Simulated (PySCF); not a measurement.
Cd(Cl)(SeH), SMILES [Cd]([Cl])[SeH] (HCdClSe), B3LYP/def2-SVP optimised geometry.

```
4

Cd     0.10    -0.73     0.00
Cl     2.41    -0.75     0.00
Se    -2.37    -0.73     0.00
H     -2.41     0.75     0.00
```

Density from PySCF 2.14.0 with B3LYP/def2-TZVP, def2 effective core potentials past Kr at that geometry. The core electrons that the potentials of Cd replace are not part of the density.

Minimum of the electron density along straight lines between bonded atoms, close to the bond critical point (lines longer than 1.1 times the sum of covalent radii, or with two minima, are not listed):

```tsv
bond	length / Å	ρ at the minimum / e bohr⁻³	∇²ρ there / e bohr⁻⁵	position (fraction from the first atom)
Cd1–Cl2	2.310	0.085	0.25	0.49
Cd1–Se3	2.470	0.075	0.11	0.48
Se3–H4	1.478	0.171	-0.29	0.63
```
